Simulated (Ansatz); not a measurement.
GaO₃, relaxed as a doublet with UKS r2SCAN-D4/def2-TZVP in Ansatz, starting from the GFN1-xTB geometry. Force threshold 0.02 eV/Å.

The structure holds 2 bonds between oxygen atoms, so isomers without such links may lie far lower. The relaxation made no stability test and no search for a lower SCF solution. Another isomer (doublet) lies 0.30 eV lower at PBE0-D4/def2-TZVP; other spin states weren't run for this one.

Start:

```xyz
4

Ga   -0.902   -1.102    0.449
O     0.284   -0.275   -1.082
O     0.788    0.528   -0.128
O    -0.170    0.849    0.760
```

Estimate the energy that the relaxation releases and the steps that it takes.

1.4 kcal/mol, in 5 steps; 13 s on 4 threads of Arm Neoverse V2 on a shared host. No frequencies were taken in this run, so the end may be a saddle point.

Does the start keep its bonding and symmetry?

By distances, no bond broke or formed. The bond that changes most is Ga1–O4, from 2.11 to 2.09 Å (atoms count from 1). Point group Cs at the start, Cs at the end, both within 0.05 Å.

Predict the relaxed structure.


```csv
atom,x (Å),y (Å),z (Å)
Ga1,-0.9451,-1.0939,0.4342
O2,0.3145,-0.3243,-1.0457
O3,0.7715,0.6189,-0.1870
O4,-0.1408,0.7993,0.7985
```
Bond lengths: 2 × Ga–O 2.09 Å; 2 × O–O 1.35 to 1.36 Å.
